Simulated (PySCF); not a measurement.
Mo(NH)2(Cl)(NH2) (ClH4MoN3), SMILES [Cl][Mo](=[NH])(=[NH])[NH2], multiplicity 1. Geometry: B3LYP-D3(BJ)/def2-SVP. The multiplicity is an assumed one; no other spin state was optimised. The structure was generated by enumeration; whether it is a known compound was not checked. The def2 effective core potentials stand for the cores of Mo; spin–orbit coupling is left out. The values are those of a single conformer.

These are B3LYP-D3(BJ)/def2-SVP (PySCF 2.14.0) values and carry that method's errors.

Harmonic wavenumbers (cm⁻¹): 153, 178, 221, 236, 278, 330, 387, 414, 502, 598, 615, 714, 721, 731, 989, 1015, 1508, 3543, 3586, 3589, 3644. Rotational constants (GHz): 3.520, 1.904, 1.842; symmetry number 1.

**Question.** Work out the zero-point energy and the ideal-gas rigid-rotor harmonic-oscillator thermochemistry at 298.15 K and 1 atm.

**Answer.** ZPE = ½ Σ hcν = ½ × 23951 cm⁻¹ = 34.24 kcal/mol. H − E(el) = 39.53 kcal/mol. Entropy in cal/(mol K): translation 41.43, rotation 27.66, vibration 16.07, total 85.16. G − E(el) = 14.14 kcal/mol. Cp = 28.05 cal/(mol K).
